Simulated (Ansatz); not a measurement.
Reaction (formal exchange of groups at the In–O bond): `[OH][In]([Cl])[Cl]` + `C#C` → `C#[C][In]([Cl])[Cl]` + H₂O

Computed with Ansatz on PBE0-D4/def2-TZVP structures; ΔE is electronic, products minus reactants. CCSD(T)/CBS is the MP2 limit (def2-TZVPP, def2-QZVPP) plus CCSD(T) − MP2 in def2-TZVPP, frozen cores. This one scheme is used for every species. DFT in def2-TZVPP. B3LYP here is the variant with VWN-RPA as its local correlation; programs differ in this. HSE06 is defined as in plane-wave codes. Elements past krypton have def2 core potentials. For In outer-core shells are correlated without core-valence functions, which leaves a few kJ/mol of doubt a bond. One conformer a species, not always the lowest.

```csv
level,ΔE (kJ/mol),difference from CCSD(T)/CBS
HSE06-D4,-5.5,-1.7
BHLYP-D4,-4.4,-0.6
revPBE,5.0,8.8
B3LYP,5.6,9.4
HSE06,-3.8,0.0
BHLYP,-0.8,3.0
CAM-B3LYP,4.4,8.2
CCSD(T)/def2-SVP,-1.8,2.0
MP2/def2-TZVPP,-11.7,-7.9
CCSD(T)/def2-TZVPP,-9.5,-5.7
CCSD(T)/CBS,-3.8,0
```

Largest T1 diagnostic among the species: 0.014.

Leaving LDA and LC-ωPBE aside and taking each functional with its dispersion term where it has one, the values, not all of them listed here, spread over 19.2 kJ/mol, from PBE-QIDH to BLYP-D4. LDA lies −3.5 kJ/mol from PBE without D4. The D4 term adds −3.1 kJ/mol with B3LYP and −1.8 kJ/mol with PBE0; it sums over pairs of atoms, weighted by their polarisabilities, and B3LYP, whose exchange is more repulsive, gets the larger term.
